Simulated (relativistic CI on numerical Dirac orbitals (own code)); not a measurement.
# P2+: calculation against measurement

Calculated at this level of theory: Dirac-Coulomb-Breit CI, KLI orbitals optimised for each configuration, model QED (radiative potential, 1s self-energy scaled to tabulated hydrogen-like ionisation energies), valence Slater integrals scaled by 0.85, configuration energies shifted to the measured levels that pair with them (semi-empirical) (own radial code, finite nucleus).

Configuration list (outside the closed core [Ne]): 3s2 3p, 3s 3p2, 3s2 4s, 3s2 4p, 3p3, 3s 3p 3d, 3s2 5s, 3s2 3d, 3p 3d2, 3s2 4d, 3s2 4f, 3s2 5p, 3s 3p 4s, 3p2 3d, 3s2 5d, 3s2 5f, 3s2 5g, 3p2 4s, 3s 3d2, 3s 3p 4p, 3s 3d 4s, 3p2 4p, 3s 4s2, 3s 3d 4p, 3s 4s 4p, 3s 3p 4d, 3s 3p 5s, 3s 3p 4f, 3s 3p 5p, 3s 4p2. Levels of other configurations are missing.

```
Configuration  Term (tabulated)    J  Measured (cm⁻¹)  Computed  Error  Purity (%)
       3s2 3p               2P°  1/2              0.0         0      0          96
       3s2 3p               2P°  3/2            559.1       543    -17          96
       3s 3p2                4P  1/2          56921.7     57374    453          99
       3s 3p2                4P  3/2          57126.0     57571    445          99
       3s 3p2                4P  5/2          57454.0     57886    432          99
       3s 3p2                2S  1/2         100200.4     99769   -432          96
       3s 3p2                2P  1/2         109037.2    108290   -747          94
       3s 3p2                2P  3/2         109413.0    108652   -761          94
       3s2 4s                2S  1/2         117835.9    117836      0          95
       3s2 4p               2P°  1/2         141376.9    141377      0          95
          3p3               4S°  3/2         159715.4    159123   -592          98
          3p3               2P°  1/2         170170.6    170764    594          63
     3s 3p 3d               4D°  1/2         175259.7    175260      0          99
       3s2 5s                2S  1/2         176042.9    176043      0          99
```

Measured levels from Martin, Zalubas and Musgrove, J. Phys. Chem. Ref. Data 14, 751 (1985); pairs were made by configuration, J and term (by order where the table uses no LS term), so strongly mixed levels may be paired wrongly. Some J values or terms of the table were assigned by a fit.

Mean error by configuration (cm⁻¹): 3s2 3p -17; 3s 3p2 -102; 3s2 4s 0; 3s2 4p 0; 3p3 1; 3s 3p 3d 0; 3s2 5s 0. Over the excited levels the mean absolute error is 344 cm⁻¹ (13 of the 13 excited levels that our extract of the source holds in range could be paired), and the median relative error of those above 1,000 cm⁻¹ is 0.4 %, both after the shifts were fitted to these levels, so that a configuration with one level shows no error.

Configurations whose levels could be paired with our table of measured levels were shifted onto them, all but the ground configuration, by the median error of their levels; single terms can still be off by 1,000 to 2,000 cm⁻¹ or more, and rates follow the energies as ν³ (E1, M1) or ν⁵ (E2). The others borrow a shift and can be off by several thousand cm⁻¹ or more. The fine structure of a lone outer electron comes out too small, for d and f at times inverted, and misplaced configurations move strength between like terms. 13 of the 13 excited levels that our extract of the measured tables holds in this range could be paired (the sources list more); they are missed by 344 cm⁻¹ on average and 761 at most, after the shifts were fitted to these levels, and levels without a partner can miss by more.

Shifts applied (cm⁻¹): 3s2 3p 0; 3s 3p2 750; 3s2 4s -2329; 3s2 4p -2600; 3p3 -1248; 3s 3p 3d -513; 3s2 5s -9726.
